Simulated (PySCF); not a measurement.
**LiIn: frontier orbitals**

PBE0 at R = 3.017 Å; basis Li cc-pVDZ, In cc-pVDZ-PP with ECP28; scalar-relativistic core potentials; PySCF 2.14. State: ³Σ⁺ (triplet), unpaired electrons σ ↑↑, a second solution, started from another occupation. Only the outer orbitals are listed, counted within each symmetry, core potentials removing the inner ones.

```json
{"spin": "α", "orbital": "1δ", "occ.": "1", "ε (eV)": "-21.97", "on Li (%)": "0", "main shells (%)": "100 In d"}
{"spin": "α", "orbital": "1δ", "occ.": "1", "ε (eV)": "-21.97", "on Li (%)": "0", "main shells (%)": "100 In d"}
{"spin": "α", "orbital": "2π", "occ.": "1", "ε (eV)": "-21.78", "on Li (%)": "0", "main shells (%)": "100 In d"}
{"spin": "α", "orbital": "2π", "occ.": "1", "ε (eV)": "-21.78", "on Li (%)": "0", "main shells (%)": "100 In d"}
{"spin": "α", "orbital": "4σ", "occ.": "1", "ε (eV)": "-21.72", "on Li (%)": "0", "main shells (%)": "100 In d"}
{"spin": "α", "orbital": "5σ", "occ.": "1", "ε (eV)": "-10.51", "on Li (%)": "6", "main shells (%)": "94 In s"}
{"spin": "α", "orbital": "6σ", "occ.": "1", "ε (eV)": "-5.21", "on Li (%)": "28", "main shells (%)": "71 In p, 20 Li s"}
{"spin": "α", "orbital": "7σ", "occ.": "1", "ε (eV)": "-2.64", "on Li (%)": "94", "main shells (%)": "74 Li s, 19 Li p"}
{"spin": "α", "orbital": "3π", "occ.": "0", "ε (eV)": "-2.80", "on Li (%)": "10", "main shells (%)": "90 In p, 9 Li p"}
{"spin": "α", "orbital": "3π", "occ.": "0", "ε (eV)": "-2.80", "on Li (%)": "10", "main shells (%)": "90 In p, 9 Li p"}
{"spin": "α", "orbital": "4π", "occ.": "0", "ε (eV)": "-0.32", "on Li (%)": "91", "main shells (%)": "92 Li p"}
{"spin": "β", "orbital": "1δ", "occ.": "1", "ε (eV)": "-21.96", "on Li (%)": "0", "main shells (%)": "100 In d"}
{"spin": "β", "orbital": "1δ", "occ.": "1", "ε (eV)": "-21.96", "on Li (%)": "0", "main shells (%)": "100 In d"}
{"spin": "β", "orbital": "2π", "occ.": "1", "ε (eV)": "-21.67", "on Li (%)": "0", "main shells (%)": "100 In d"}
{"spin": "β", "orbital": "2π", "occ.": "1", "ε (eV)": "-21.67", "on Li (%)": "0", "main shells (%)": "100 In d"}
{"spin": "β", "orbital": "4σ", "occ.": "1", "ε (eV)": "-21.58", "on Li (%)": "0", "main shells (%)": "100 In d"}
{"spin": "β", "orbital": "5σ", "occ.": "1", "ε (eV)": "-9.72", "on Li (%)": "5", "main shells (%)": "95 In s"}
{"spin": "β", "orbital": "3π", "occ.": "0", "ε (eV)": "-2.45", "on Li (%)": "4", "main shells (%)": "96 In p"}
{"spin": "β", "orbital": "3π", "occ.": "0", "ε (eV)": "-2.45", "on Li (%)": "4", "main shells (%)": "96 In p"}
{"spin": "β", "orbital": "6σ", "occ.": "0", "ε (eV)": "-2.44", "on Li (%)": "24", "main shells (%)": "75 In p, 16 Li s"}
```

Q: Which are the highest filled and the lowest empty level, where do they sit, and how wide is the gap?

A: Highest filled α 7σ at -2.64 eV (in %: 74 Li s, 19 Li p); lowest empty α 3π at -2.80 eV (in %: 90 In p, 9 Li p); the gap at PBE0 is -0.16 eV.

The bond order (Mayer) is 0.41, the ⟨S²⟩ is 2.004 and the charge on Li (Mulliken, basis-dependent) is -0.33. The charge on Li (Löwdin, basis-dependent) is -0.38. The dipole moment (positive dipole means Li(−)In(+)) is 5.47 D.

Spin–orbit coupling is left out. Counting both spins, an empty level lies below a filled one in this solution, because spin and occupation are held.
